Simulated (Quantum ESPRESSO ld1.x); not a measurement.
All-electron atom: Hf3+ in [Xe] 4f14 5d1 (the NIST ground configuration). Calculated with ld1.x of Quantum ESPRESSO 7.5: scalar-relativistic Kohn-Sham, LDA (Slater exchange, Perdew-Zunger correlation), spin-polarised, spherical densities, point nucleus; open shells are filled with parallel spins first. Some entries of the table are withheld. Estimate them.

orbital  occ.  eigenvalue (eV)  r(max) (bohr)
1s down     1         -65259.9          0.012
1s up       1         -65259.8          0.012
2s up       1         -11184.7          0.068
2s down     1         -11184.7          0.068
2p up       3         -9827.90          0.056
2p down     3         -9827.87          0.056
3s up       1         -2569.08          0.192
3s down     1         -2569.07          0.192
3p up       3         -2163.82          0.190
3p down     3         -2163.81          0.190
3d up       5         -1683.36          0.154
3d down     5         -1683.34          0.154
4s up       1         -538.871          0.437
4s down     1         -538.841          0.437
4p up       3         -405.864          0.458
4p down     3         -405.834          0.458
4d up       5         -233.990          0.469
4d down     5         -233.950          0.469
5s up       1              (1)            (2)
5s down     1              (3)            (4)
5p up       3         -63.0420           1.16
5p down     3         -62.5119           1.15
4f up       7         -44.5544          0.455
4f down     7         -44.4428          0.455
5d up       1         -27.7580           1.58
5d down     0         -27.0250           1.57

Answer. 
(1) 5s up eigenvalue (eV): -94.7570
(2) 5s up r(max) (bohr): 1.01
(3) 5s down eigenvalue (eV): -94.3629
(4) 5s down r(max) (bohr): 1.01
